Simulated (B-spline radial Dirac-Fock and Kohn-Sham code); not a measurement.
# Photoabsorption cross section of Ca¹⁰⁺ by shell

System: the Ca¹⁰⁺ ion in the configuration 1s2 2s2 2p6.

Level of theory: a relativistic central-field model (Hartree-Slater potential of the initial state, Latter tail, multipole expansion of the photon field, Dirac-Fock thresholds); a B-spline atomic structure program.

Computed thresholds (eV): K 4299.8, L1 680.1, L2 593.6, L3 589.8.

| photon energy (eV) | total (b) | K (%) | L (%) |
| --- | --- | --- | --- |
| 600 | 919000 | – | 100.0 |
| 684 | 819700 | – | 100.0 |
| 800 | 561800 | – | 100.0 |
| 12000 | 3691 | 91.4 | 8.6 |
| 22162.9 | 615.2 | 91.7 | 8.3 |
| 30600 | 233.3 | 91.7 | 8.3 |
| 80000 | 11.92 | 91.8 | 8.2 |
| 85500 | 9.674 | 91.8 | 8.2 |
| 95500 | 6.832 | 91.8 | 8.2 |

Task: With what power of the photon energy does the total fall between 85500 and 95500 eV?

Result: As E^-3.14. The non-relativistic Born limit for an s electron far above threshold is E^-3.5; near threshold and at relativistic energies the fall is slower.
